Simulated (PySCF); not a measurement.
Krypton: a sound run and one with changed settings

Sound run: Kr⁺ [Ar] 3d10 4s2 4p5, Kr²⁺ [Ar] 3d10 4s2 4p4. Computed with PySCF 2.14 in aug-cc-pVDZ-PP with ECP10MDF (5s4p3d, 32 functions), with a scalar-relativistic core potential. The sound run starts from symmetry-adapted Hartree-Fock orbitals and uses a fine grid where one is needed.

A second run was set up differently.

```json
{"species": "Kr⁺", "method": "UHF", "sound run (hartree)": "-461.69702", "changed run (hartree)": "-461.69702", "converged": "yes"}
{"species": "Kr⁺", "method": "M06-2X", "sound run (hartree)": "-463.22266", "changed run (hartree)": "-463.29087", "converged": "yes"}
{"species": "Kr⁺", "method": "PBE", "sound run (hartree)": "-463.02781", "changed run (hartree)": "-463.50765", "converged": "yes"}
{"species": "Kr²⁺", "method": "UHF", "sound run (hartree)": "-460.84273", "changed run (hartree)": "-460.84273", "converged": "yes"}
{"species": "Kr²⁺", "method": "M06-2X", "sound run (hartree)": "-462.33673", "changed run (hartree)": "-462.40478", "converged": "yes"}
{"species": "Kr²⁺", "method": "PBE", "sound run (hartree)": "-462.13608", "changed run (hartree)": "-462.61048", "converged": "yes"}
```

Ionisation energy of Kr⁺:

| method | sound run (eV) | changed run (eV) |
| --- | --- | --- |
| UHF | 23.246 | 23.246 |
| M06-2X | 24.107 | 24.112 |
| PBE | 24.265 | 24.413 |

Question: What was changed?
A. a valence shell is frozen
B. angular grid far too coarse
C. minimal basis
D. all electrons correlated in a valence basis

Answer: B. It used 6 angular points. A coarse angular grid integrates products of high-l functions wrongly, so density functionals can shift, and the SCF can exploit the error; Hartree-Fock and MP2 need no grid.
